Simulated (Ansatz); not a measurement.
System (SMILES): [GaH] (GaH) (closed-shell singlet).
Atoms: Ga1, H2. Bonds: Ga1-H2.

Basis-set convergence of the optimised Ga1-H2 bond length at PBE with Ansatz (a quantum-chemistry and plane-wave program). All functions are spherical. The program fits the integrals of some runs and decomposes those of others, by size. No added dispersion term, no relativity. Reference: the value in aug-cc-pV5Z, 1.6940 Å, itself unsure by roughly 0.0008 Å (its mean distance from pcseg-4, aug-pcseg-3, aug-cc-pVQZ). Deviations are taken from unrounded values.

```tsv
basis	functions	optimised Ga1-H2 bond length (Å)	minus reference (Å)
cc-pVDZ	32	1.7083	0.0143
aug-cc-pVDZ	45	1.7058	0.0118
cc-pVTZ	57	1.6967	0.0026
aug-cc-pVTZ	82	1.6967	0.0026
cc-pVQZ	98	1.6942	0.0002
aug-cc-pVQZ	139	1.6934	-0.0007
cc-pV5Z	159	1.6942	0.0001
aug-cc-pV5Z	220	1.6940	0.0000
```

The smallest set listed that lies within 0.005 Å of the reference with all its larger relatives (same family, alike in diffuse functions; a set with none counts only in the reference's own line) is cc-pVTZ (57 functions, 0.0026 Å off).
